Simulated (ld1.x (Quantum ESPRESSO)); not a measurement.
Cutoff test, Br (Z = 35), TM

- Element: Br (Z = 35)
- Generator: ld1.x (Quantum ESPRESSO) 7.5
- Type: norm-conserving Troullier–Martins (Kleinman–Bylander form)
- Functional: PW91
- Relativity: fully relativistic
- Frozen core: [Ar] 3d10
- Valence charge: 7
- Reference configuration: 4s2 4p5
- Partial waves: 4p (bound): rc 1.75 bohr; 4s (bound): rc 1.00 bohr
- Local potential: the s channel
- Core correction: a·sin(br)/r model core inside 0.50 bohr

Open shells are filled in proportion to 2j + 1 (rel_dist='average').

The pseudo-atom Hamiltonian at the reference potential is diagonalised in spherical Bessel functions j_l(qr) that vanish at 20 bohr, with q² up to the cutoff. All-electron valence levels (Ry): 4p1/2 -0.6062, 4p3/2 -0.5695, 4s -1.4847.

Problem. How do the lowest levels (Ry) of each channel move with the cutoff, and are there ghosts?

Solution.

```tsv
cutoff (Ry)	p1/2 #1	p1/2 #2	p1/2 #3	p3/2 #1	p3/2 #2	p3/2 #3	s #1	d #1	f #1	f #2	Σ f·Δε (mRy)
8	-0.5951	0.0335	0.1111	-0.5639	0.0344	0.1125	-1.0232	0.0739	0.1207	0.2555	959.8
18	-0.6035	0.0331	0.1103	-0.5721	0.0336	0.1110	-1.2747	0.0738	0.1207	0.2555	432.9
35	-0.6059	0.0330	0.1102	-2.7686	-0.5691	0.0347	-1.2979	0.0737	0.1207	0.2555	374.9
55	-0.6061	0.0330	0.1101	-3.3748	-0.5694	0.0347	-1.4046	0.0736	0.1207	0.2555	160.1
90	-0.6062	-0.4594	0.0345	-9.1110	-0.5695	0.0345	-1.4758	0.0736	0.1207	0.2555	17.5
140	-0.8804	-0.6062	0.0340	-10.2262	-0.5695	0.0345	-1.4771	0.0736	0.1207	0.2555	14.8
230	-1.2239	-0.6062	0.0338	-10.9424	-0.5695	0.0345	-1.4827	0.0736	0.1207	0.2555	3.6
400	-1.3650	-0.6062	0.0338	-11.2569	-0.5695	0.0345	-1.4845	0.0736	0.1207	0.2555	0.0
```

Result: ghost states, extra bound levels that the all-electron valence spectrum of the same l lacks: p3/2 at -153.2 eV, p1/2 at -18.6 eV (a true bound ghost makes a file unfit for plane-wave use); 10 mRy is reached at 200 Ry and 1 mRy at over 300 Ry.
